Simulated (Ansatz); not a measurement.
Consider the ligand exchange at the Si–C bond: `O[SiH2]C(O)O` + `O[SiH](Cl)Cl` → `O[SiH2]O[SiH](Cl)Cl` + `OCO`.

Computed with Ansatz on PBE0-D4/def2-TZVP structures; ΔE is electronic, products minus reactants. CBS: MP2 limit from def2 TZ/QZ plus the TZ coupled-cluster correction, frozen cores. This one scheme is used for every species. DFT in def2-TZVPP. Each species was taken in one conformer, which may not be the lowest.

| level | ΔE (eV) |
| --- | --- |
| PBE-D4 | -1.38 |
| PBE | -1.36 |
| r2SCAN | -1.51 |
| CCSD/CBS(def2) | -1.61 |

(1) What does CCSD(T)/CBS give? (Best estimate.)

Largest T1 diagnostic among the species: 0.012.

Answers

(1) Computed: -1.57 eV. The listed levels differ from it by 0.19, 0.21, 0.06, -0.04 eV.

From PBE to PBE0 (25 % exact exchange), in def2-TZVPP and without D4, ΔE moves by −0.10 eV. In def2-TZVPP, CCSD(T) changes the Hartree–Fock value by +0.24 eV (the triples alone add +0.04 eV) and MP2 by +0.21 eV.
